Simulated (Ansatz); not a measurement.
CH$_{4}$Cl$_{2}$OSTi (`C[S][Ti]([OH])([Cl])[Cl]`) at its PBE0-D4/def2-TZVP geometry, where that method's forces vanish. The species carries charge 0 and has multiplicity 1.

```xyz
10

C     1.1808   -0.4982    1.2816
S     1.4500    0.7188   -0.0444
Ti   -0.6037    0.7563   -0.9665
O    -1.1869   -0.9062   -0.9937
Cl   -1.9487    1.9430    0.3046
Cl   -0.4039    1.6464   -2.9531
H     0.7553   -1.4167    0.8799
H     2.1556   -0.7099    1.7205
H     0.5257   -0.0852    2.0475
H    -1.9242   -1.4482   -1.2764
```

Q: What forces (eV/Å) does B3LYP-D4/def2-TZVPP give on these atoms in Ansatz? (Estimate.)

A: The calculation gave: 
```
C1  -0.013 -0.222  0.250
S2   0.251  0.182 -0.119
Ti3  0.054  0.134 -0.030
O4  -0.112 -0.361 -0.002
Cl5 -0.188  0.167  0.179
Cl6  0.029  0.125 -0.275
H7   0.030  0.057  0.050
H8  -0.069 -0.002 -0.010
H9   0.041 -0.047 -0.039
H10 -0.024 -0.033 -0.006
```

B3LYP here is the variant with VWN-RPA as its local correlation; programs differ in this.
